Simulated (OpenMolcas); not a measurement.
Levels of Ge²⁺ by method

```
Program             : OpenMolcas 26.06
Basis               : ANO-RCC-VQZP [7s6p4d2f1g]
Scalar Hamiltonian  : DKH4, point nucleus
Active space        : 2 electrons in 4 orbitals (4s 4p)
State averaging     : 2S+1 = 3 even, 3 roots; 2S+1 = 1 even, 6 roots; 2S+1 = 3 odd, 3 roots; 2S+1 = 1 odd, 3 roots
Spin-orbit coupling : RASSI with atomic mean-field integrals over the reference wave functions, term energies averaged over their components
```

Methods on the same reference wave functions:
A. CASSCF
B. SS-CASPT2, IPEA 0.25 Eh, imaginary shift 0.1 Eh (closed shells correlated: 3d)

Energies in cm⁻¹ above 4s² ¹S₀, the measured ground level; measured values from Sugar and Musgrove, J. Phys. Chem. Ref. Data 22, 1213 (1993).

```tsv
Level	A	B	Measured
4s² ¹S₀	0.0	0.0	0.0
4s 4p ³P°₀	58034	60601	61734
4s 4p ³P°₁	58701	61263	62500
4s 4p ³P°₂	60091	62658	64144
4s 4p ¹P°₁	98293	92082	91873
```

Deviations, from unrounded energies. A percentage is the sum of absolute deviations over the sum of measured energies, with the sign that they share, or ± where signs differ.

```
           Against measurement  Levels     A     B
mean absolute deviation (cm-1)       4  4500  1000
      other configurations (%)       4  ±6.4  ±1.5
```

B lies closest to measurement on these levels. The largest miss of B in the table is 4s 4p ³P°₂, by -1500 cm-1. The ranking rests on the paired levels alone, and a cruder setting can come out closer through cancelling errors.

The lowest spin-free term lies below A's lowest term by 0.434 hartree in B.

Over all roots computed the reference weight is 0.91 to 0.96 in B; the roots of lowest weight are the least certain, and an intruder state may touch them. Computed and measured levels are paired by configuration, term and J; levels that our copy of the source lacks, or whose pairing is in doubt (as where it misses far off the trend of its configuration), stay unpaired and out of the deviations. Only configurations of the active space appear. The table leaves out levels that lie high or whose names do not pair safely across all columns.

° marks odd parity.
